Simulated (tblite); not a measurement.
Parent: `[SiH3:1][C:2]1([SiH3:3])[CH:4]=[CH:5][SiH2:6]1`, C3H10Si3.

Computed geometry: GFN2-xTB, gas phase. One conformer each, not checked by frequencies here.

```json
{"coordinate of the parent": "Si1–C2", "value": "1.899 Å"}
{"coordinate of the parent": "C2–Si3", "value": "1.900 Å"}
{"coordinate of the parent": "C2–C4", "value": "1.501 Å"}
{"coordinate of the parent": "C4=C5", "value": "1.338 Å"}
{"coordinate of the parent": "C5–Si6", "value": "1.879 Å"}
{"coordinate of the parent": "C2–Si6", "value": "1.953 Å"}
{"coordinate of the parent": "Si1–C2–Si3", "value": "112.0°"}
{"coordinate of the parent": "Si1–C2–C4", "value": "111.8°"}
{"coordinate of the parent": "Si1–C2–Si6", "value": "116.4°"}
{"coordinate of the parent": "Si3–C2–C4", "value": "111.7°"}
{"coordinate of the parent": "Si3–C2–Si6", "value": "116.2°"}
{"coordinate of the parent": "C4–C2–Si6", "value": "86.2°"}
{"coordinate of the parent": "C2–C4–C5", "value": "106.7°"}
{"coordinate of the parent": "C4–C5–Si6", "value": "94.1°"}
{"coordinate of the parent": "C2–Si6–C5", "value": "73.0°"}
```

**Question.** How does the shared frame change in `[F:1][CH:2]([F:3])[C:4]1=[CH:5][SiH2:6][C:7]1([SiH3:8])[SiH3:9]` with F1–C2–C4–C5 -121°, C4H10F2Si3? Atoms pair as Si1 = Si8, C2 = C7, Si3 = Si9, C4 = C4, C5 = C5, Si6 = Si6 (parent first).

**Answer.** 
```json
{"parent": "Si1–C2", "relative": "Si8–C7", "value in the relative": "1.907 Å", "change": "+0.008"}
{"parent": "C2–Si3", "relative": "C7–Si9", "value in the relative": "1.907 Å", "change": "+0.007"}
{"parent": "C2–C4", "relative": "C7–C4", "value in the relative": "1.497 Å", "change": "-0.004"}
{"parent": "C4=C5", "relative": "C4=C5", "value in the relative": "1.340 Å", "change": "+0.002"}
{"parent": "C5–Si6", "relative": "C5–Si6", "value in the relative": "1.885 Å", "change": "+0.006"}
{"parent": "C2–Si6", "relative": "C7–Si6", "value in the relative": "1.951 Å", "change": "-0.002"}
{"parent": "Si1–C2–Si3", "relative": "Si8–C7–Si9", "value in the relative": "111.3°", "change": "-0.7"}
{"parent": "Si1–C2–C4", "relative": "Si8–C7–C4", "value in the relative": "112.6°", "change": "+0.8"}
{"parent": "Si1–C2–Si6", "relative": "Si8–C7–Si6", "value in the relative": "116.0°", "change": "-0.4"}
{"parent": "Si3–C2–C4", "relative": "Si9–C7–C4", "value in the relative": "112.6°", "change": "+0.9"}
{"parent": "Si3–C2–Si6", "relative": "Si9–C7–Si6", "value in the relative": "116.0°", "change": "-0.2"}
{"parent": "C4–C2–Si6", "relative": "C4–C7–Si6", "value in the relative": "86.0°", "change": "-0.2"}
{"parent": "C2–C4–C5", "relative": "C7–C4–C5", "value in the relative": "107.4°", "change": "+0.7"}
{"parent": "C4–C5–Si6", "relative": "C4–C5–Si6", "value in the relative": "93.3°", "change": "-0.8"}
{"parent": "C2–Si6–C5", "relative": "C7–Si6–C5", "value in the relative": "73.2°", "change": "+0.2"}
```

Of the parent's bonds, Si1–C2 and C2–Si3 change most and about equally (+0.007 to +0.008 Å). Bonds of the relative outside the shared frame: F1–C2 1.363, C2–F3 1.363, C2–C4 1.491 Å. Point group Cs → Cs.

**Question.** How does the shared frame change in `[CH3:1][O:2][C:3]1=[CH:4][SiH2:5][C:6]1([SiH3:7])[SiH3:8]` with C1–O2–C3–C4 0°, C4H12OSi3? Atoms pair as Si1 = Si7, C2 = C6, Si3 = Si8, C4 = C3, C5 = C4, Si6 = Si5 (parent first).

**Answer.** 
```
    parent    relative  value in the relative  change
    Si1–C2      Si7–C6                1.897 Å  -0.002
    C2–Si3      C6–Si8                1.897 Å  -0.003
     C2–C4       C6–C3                1.495 Å  -0.006
     C4=C5       C3=C4                1.348 Å  +0.010
    C5–Si6      C4–Si5                1.865 Å  -0.014
    C2–Si6      C6–Si5                1.950 Å  -0.003
Si1–C2–Si3  Si7–C6–Si8                 112.3°    +0.3
 Si1–C2–C4   Si7–C6–C3                 110.9°    -0.9
Si1–C2–Si6  Si7–C6–Si5                 117.0°    +0.6
 Si3–C2–C4   Si8–C6–C3                 110.9°    -0.8
Si3–C2–Si6  Si8–C6–Si5                 117.1°    +0.9
 C4–C2–Si6   C3–C6–Si5                  85.5°    -0.7
  C2–C4–C5    C6–C3–C4                 107.4°    +0.7
 C4–C5–Si6   C3–C4–Si5                  93.3°    -0.8
 C2–Si6–C5   C6–Si5–C4                  73.8°    +0.8
```

Of the parent's bonds, C5–Si6 changes most (-0.014 Å). Bonds of the relative outside the shared frame: C1–O2 1.410, O2–C3 1.346 Å. Point group Cs → Cs.

**Question.** How does the shared frame change in `[N:1]#[C:2][CH2:3][C:4]1=[CH:5][SiH2:6][C:7]1([SiH3:8])[SiH3:9]` with C2–C3–C4–C5 -89°, C5H11NSi3? Atoms pair as Si1 = Si8, C2 = C7, Si3 = Si9, C4 = C4, C5 = C5, Si6 = Si6 (parent first).

**Answer.** 
| parent | relative | value in the relative | change |
| --- | --- | --- | --- |
| Si1–C2 | Si8–C7 | 1.904 Å | +0.005 |
| C2–Si3 | C7–Si9 | 1.901 Å | +0.001 |
| C2–C4 | C7–C4 | 1.502 Å | +0.001 |
| C4=C5 | C4=C5 | 1.341 Å | +0.003 |
| C5–Si6 | C5–Si6 | 1.877 Å | -0.002 |
| C2–Si6 | C7–Si6 | 1.953 Å | 0.000 |
| Si1–C2–Si3 | Si8–C7–Si9 | 111.5° | -0.5 |
| Si1–C2–C4 | Si8–C7–C4 | 112.8° | +1.0 |
| Si1–C2–Si6 | Si8–C7–Si6 | 116.2° | -0.2 |
| Si3–C2–C4 | Si9–C7–C4 | 112.3° | +0.6 |
| Si3–C2–Si6 | Si9–C7–Si6 | 115.6° | -0.6 |
| C4–C2–Si6 | C4–C7–Si6 | 86.0° | -0.2 |
| C2–C4–C5 | C7–C4–C5 | 106.8° | +0.1 |
| C4–C5–Si6 | C4–C5–Si6 | 93.9° | -0.2 |
| C2–Si6–C5 | C7–Si6–C5 | 73.2° | +0.2 |

Of the parent's bonds, Si1–C2 changes most (+0.005 Å). Bonds of the relative outside the shared frame: N1≡C2 1.144, C2–C3 1.441, C3–C4 1.502 Å. Point group Cs → C1.
